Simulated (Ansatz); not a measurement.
Calculated with Ansatz (gas phase, PBE0-D4/def2-TZVP geometries, no zero-point term in ΔE). CCSD(T)/CBS adds triple-zeta CCSD(T) − MP2 to the extrapolated MP2 energy (def2 sets, frozen cores). Functionals use def2-TZVPP. Each species was taken in one conformer, which may not be the lowest.

`B[Si](C)(F)Cl` + `C=C[SiH2]N` → `BN[SiH2]C=C` + `C[SiH](F)Cl`  (cleavage of the B–Si bond)

`B[Si](C)(F)Cl`:

Cartesian coordinates in Å:
```
B 1.220 1.336 -0.515
Si -0.463 0.332 -0.130
C -0.393 -1.457 0.332
F -1.562 0.491 -1.282
Cl -1.115 1.435 1.496
H 2.226 1.068 0.071
H 1.224 2.276 -1.250
H 0.305 -1.611 1.158
H -1.380 -1.811 0.639
H -0.061 -2.060 -0.518
```

`C=C[SiH2]N`:

```xyz
11

C     1.214    1.199    0.501
C     0.417    0.322    1.105
Si   -0.756   -0.793    0.179
N    -0.733   -0.608   -1.526
H     1.895    1.846    1.048
H     1.215    1.307   -0.581
H     0.457    0.256    2.192
H    -2.140   -0.515    0.651
H    -0.407   -2.206    0.492
H     0.015   -0.982   -2.085
H    -1.179    0.174   -1.975
```

`BN[SiH2]C=C`:

Z-matrix (Å, degrees):
```
Si
N 1 1.747
C 1 1.856 2 111.3
H 1 1.482 2 105.9 3 122.0
H 1 1.489 2 110.3 3 -118.3
B 2 1.398 1 127.2 3 -119.5
H 2 1.011 1 116.2 3 59.6
C 3 1.331 1 122.4 2 -119.6
H 3 1.089 1 119.3 2 60.5
H 6 1.198 2 119.0 1 -0.4
H 6 1.198 2 119.7 1 179.5
H 8 1.087 3 122.4 1 -179.7
H 8 1.087 3 121.5 1 0.2
```

`C[SiH](F)Cl`:

Z-matrix (Å, degrees):
```
C
Si 1 1.843
H 1 1.093 2 110.3
H 1 1.092 2 110.4 3 119.9
H 1 1.092 2 110.5 3 -120.1
F 2 1.594 1 109.4 3 60.6
Cl 2 2.046 1 110.3 3 178.7
H 2 1.477 1 114.2 3 -59.8
```

| level | ΔE (kJ/mol) |
| --- | --- |
| PBE-D4 | -160.9 |
| PBE0-D4 | -162.6 |
| ωB97M-V | -170.8 |
| PBE | -162.2 |
| HF/def2-TZVPP | -170.5 |
| CCSD/def2-TZVPP | -169.2 |
| SCS-MP2/def2-QZVPP | -174.1 |
| MP2/CBS(def2) | -174.2 |

Task: What does CCSD(T)/CBS give? (Best estimate.)

Result: Computed: -168.3 kJ/mol. The listed levels differ from it by 7.4, 5.7, -2.5, 6.1, -2.2, -0.9, -5.8, -5.9 kJ/mol.

Largest T1 diagnostic among the species: 0.012.
